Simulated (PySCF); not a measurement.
CH8AsGaS.
Cartesian coordinates in Å at the PBE0-D3(BJ)/def2-SVP level; atoms count from 1:
```
atom  x, y, z in Å
C1    -2.0878    0.6247    0.6550
S2    -1.4500   -0.5605   -0.5769
Ga3    0.2781   -1.5030    0.4991
As4    1.8959    0.4215   -0.4729
H5    -3.1459    0.4014    0.8523
H6    -1.5363    0.5642    1.6037
H7    -2.0141    1.6486    0.2614
H8     0.9152   -2.7307   -0.2350
H9     0.3606   -1.1829    2.0341
H10    1.3649    1.8096   -0.1974
H11    1.7916    0.4846   -1.9781
H12    3.3738    0.7669   -0.3692
```

Jobs on this species (12 atoms, 94 electrons) with PySCF (density fitting). Hardware of each: one thread of an AMD EPYC 7R43, shared host. Other jobs ran on the host; a repeat could differ by tens of per cent or more. Peak memory is the resident size of the whole Python process, interpreter and libraries included.

```
                                                                 level and settings                                                          work  basis functions  SCF cycles  wall time  peak memory
                                                 PBE0-D3(BJ)/def2-SVP, grid level 1  geometry optimisation from a GFN2-xTB start shaken at random              136           ?          ?            ?
      delta-SCF UKS HF, pcX-2 on the ionised atom, pcseg-1 elsewhere, spin-free X2C                                 ΔSCF core ionisation, 3 holes              168           ?          ?            ?
    delta-SCF UKS SCAN, pcX-2 on the ionised atom, pcseg-1 elsewhere, spin-free X2C                                 ΔSCF core ionisation, 3 holes              168          44       23 s     0.49 GiB
    delta-SCF UKS SCAN, pcX-1 on the ionised atom, pcseg-1 elsewhere, spin-free X2C                                 ΔSCF core ionisation, 3 holes              148          44       18 s     0.44 GiB
 delta-SCF UKS SCAN, pcX-2 on the ionised atom, pcseg-1 elsewhere, non-relativistic                                 ΔSCF core ionisation, 3 holes              168          44       23 s     0.50 GiB
    delta-SCF UKS PBE0, pcX-2 on the ionised atom, pcseg-1 elsewhere, spin-free X2C                                 ΔSCF core ionisation, 3 holes              168          37       48 s     0.66 GiB
     delta-SCF UKS PBE, pcX-2 on the ionised atom, pcseg-1 elsewhere, spin-free X2C                                 ΔSCF core ionisation, 3 holes              168          42       16 s     0.49 GiB
   delta-SCF UKS B3LYP, pcX-2 on the ionised atom, pcseg-1 elsewhere, spin-free X2C                                 ΔSCF core ionisation, 3 holes              168          39       48 s     0.68 GiB
delta-SCF UKS SCAN, def2-TZVP on the ionised atom, pcseg-1 elsewhere, spin-free X2C                                 ΔSCF core ionisation, 3 holes              145          43       20 s     0.45 GiB
```

Question: Fill in the missing figures.

Answer: 
- PBE0-D3(BJ)/def2-SVP, grid level 1; geometry optimisation from a GFN2-xTB start shaken at random: 3.5 min, 0.55 GiB, 97 SCF cycles
- delta-SCF UKS HF, pcX-2 on the ionised atom, pcseg-1 elsewhere, spin-free X2C; ΔSCF core ionisation, 3 holes: 28 s, 0.67 GiB, 40 SCF cycles

Question: What do all jobs in the table cost together?

Answer: About 7.2 min; the longest takes about 48 % of that, and about 13 times as long as the shortest.
